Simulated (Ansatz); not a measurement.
`SP1N[SiH2]1`. Charge 0, multiplicity 1.

```xyz
8

S    -0.885   -1.538   -1.263
P    -1.069   -0.340    0.510
N     0.542    0.021    1.060
Si    0.307    1.270   -0.076
H    -1.354   -2.657   -0.686
H     1.248   -0.605    1.408
H     0.231    2.655    0.439
H     0.979    1.194   -1.394
```

What are the harmonic wavenumbers in cm⁻¹ at PBE0-D4/def2-TZVP (Ansatz, finite differences of forces, unscaled)? (Estimate.)

Ansatz gave: 135, 237, 269, 352, 435, 496, 517, 614, 650, 739, 812, 912, 987, 1005, 2241, 2258, 2697, 3648.

Is this a minimum?

Yes, all 18 modes are real.

Give the ideal-gas thermochemistry at 298.15 K and 1 bar (rigid rotor, harmonic oscillator; point group C1, symmetry number 1).

Zero-point energy 113.7 kJ/mol; H(298) − E = 132.2 kJ/mol; entropy 325.7 J/(mol·K), of which translation 167.4, rotation 111.6, vibration 46.8; G(298) − E = 35.1 kJ/mol.
